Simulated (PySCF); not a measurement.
Calculation: PBE0-D4/def2-TZVP (PySCF 2.14.0). All species are isolated molecules in the gas phase. One relaxed conformer stands for a flexible species; it need not be the lowest. 

Reference species (SMILES): `C[Si@@H](N)[SiH3]` (neutral, multiplicity 1).

| Item | Value |
|---|---|
| HOMO–LUMO gap | 7.25 eV |
| S1 oscillator strength | 0.015 |

Changed species: `NC[SiH2][SiH3]`.

Predict the effect on the HOMO–LUMO gap and S1 oscillator strength.

the HOMO–LUMO gap hardly moves; the S1 oscillator strength drops by 0.012, to 0.003.
